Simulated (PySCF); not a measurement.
System: C₄H₆Si₂ (charge 0, singlet). SMILES: C([SiH2]C#C)#C[SiH3]
Coordinates optimised at B3LYP-D3(BJ)/def2-TZVP (Ansatz):
```xyz
12

C     -3.6087     0.3719     0.0080
C     -2.6264    -0.3159     0.1278
Si    -1.1508    -1.3695     0.3120
C      0.3541    -0.3673     0.0680
C      1.3607     0.2909    -0.0927
Si     2.8718     1.2893    -0.3360
H     -4.4746     0.9809    -0.0981
H     -1.1876    -2.4455    -0.6984
H     -1.1316    -1.9534     1.6679
H      4.0579     0.4200    -0.1833
H      2.8544     1.8759    -1.6929
H      2.9104     2.3681     0.6742
```
Charge 0, spin multiplicity 1.

Dispersion corrections to the total energy (kcal/mol) from the dftd3 and dftd4 libraries through PySCF: D3(BJ) without and D4 with the three-body term, each with the damping fitted for the functional named.

| functional | D3(BJ) | D4 |
|---|---|---|
| HSE06 | -4.74 | -5.09 |
| B2PLYP | ? | -4.45 |
| PBE | -6.34 | -6.34 |
| B2GP-PLYP | ? | -2.76 |
| r2SCAN | -1.90 | -1.63 |
| LC-wPBE | -6.46 | -7.09 |
| BLYP | -13.98 | ? |

Task: What belongs in the gaps?

Result: 
- B2PLYP, D3(BJ): -5.64
- B2GP-PLYP, D3(BJ): -5.05
- BLYP, D4: -13.73
